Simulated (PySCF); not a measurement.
**Constants of AgF, step by step**

State: ¹Σ⁺, singlet, closed shell. De refers to Ag (4d10 5s1) + F. RHF-based CCSD(T) in PySCF 2.14 with Ag cc-pVTZ-PP with ECP28, F cc-pVTZ and Ag cc-pVQZ-PP with ECP28, F cc-pVQZ (frozen core orbitals: 5; scalar-relativistic core potentials). Correlation energies are extrapolated as n⁻³ (n = 3, 4), Hartree–Fock as (n+1)·exp(−9√n). CV is the change on freezing 0 orbitals instead, in Ag cc-pwCVTZ-PP with ECP28, F cc-pwCVTZ.

```json
{"Level": "CCSD(T)/TZ", "Re (Å)": "1.9823", "ωe (cm⁻¹)": "520.6", "ωexe (cm⁻¹)": "2.54", "αe (cm⁻¹)": "0.00187", "De (eV)": "3.232"}
{"Level": "CCSD(T)/QZ", "Re (Å)": "1.9843", "ωe (cm⁻¹)": "518.2", "ωexe (cm⁻¹)": "2.59", "αe (cm⁻¹)": "0.00187", "De (eV)": "3.409"}
{"Level": "HF/CBS", "Re (Å)": "2.0240", "ωe (cm⁻¹)": "495.5", "ωexe (cm⁻¹)": "2.56", "αe (cm⁻¹)": "0.00185", "De (eV)": "1.775"}
{"Level": "MP2/CBS", "Re (Å)": "1.9725", "ωe (cm⁻¹)": "528.1", "ωexe (cm⁻¹)": "2.58", "αe (cm⁻¹)": "0.00185", "De (eV)": "3.767"}
{"Level": "CCSD/CBS", "Re (Å)": "1.9868", "ωe (cm⁻¹)": "521.1", "ωexe (cm⁻¹)": "2.60", "αe (cm⁻¹)": "0.00185", "De (eV)": "3.337"}
{"Level": "CCSD(T)/CBS", "Re (Å)": "1.9839", "ωe (cm⁻¹)": "520.5", "ωexe (cm⁻¹)": "2.60", "αe (cm⁻¹)": "0.00186", "De (eV)": "3.490"}
{"Level": "CCSD(T)/CBS+CV", "Re (Å)": "1.9762", "ωe (cm⁻¹)": "525.2", "ωexe (cm⁻¹)": "2.62", "αe (cm⁻¹)": "0.00188", "De (eV)": "3.475"}
```

Q: How much is left between CCSD(T)/QZ and the basis-set limit, and how much do the triples give at the limit?

A: CCSD(T)/CBS less CCSD(T)/QZ: -0.4 mÅ in Re, +2.3 cm⁻¹ in ωe and +0.081 eV in De. CCSD(T)/CBS less CCSD/CBS: -2.9 mÅ in Re, -0.6 cm⁻¹ in ωe and +0.153 eV in De.

Q: What do the later terms add?

A: CV: -7.7 mÅ in Re, +4.7 cm⁻¹ in ωe and -0.015 eV in De, each against the row above.

The T1 diagnostic is 0.024, large enough to doubt a single reference. The open-shell atoms are computed with UHF. Spin–orbit coupling, excitations beyond (T) and corrections to the Born–Oppenheimer picture are left out.

The whole job (state search and all basis sets along the bond) took about 28 min on 4 threads of Arm Neoverse V2 (shared host), peak memory 8.6 GiB.
